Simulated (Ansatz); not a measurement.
**Question.** Name a neutral molecule of C, F, S, Si and H with HOMO energy (PBE/def2-TZVPP) between -6.00 and -5.70 eV and ideal-gas entropy at 298 K and 1 bar (rigid rotor, harmonic PBE0-D4/def2-TZVP) between 347 and 363 J/(mol·K) (Ansatz, PBE0-D4/def2-TZVP geometry).

**Answer.** `F/C(S)=C\[SiH3]` (-5.96 eV, 357 J/(mol·K)). Other molecules can fit too; these were computed, each in one conformer that needn't be the lowest.
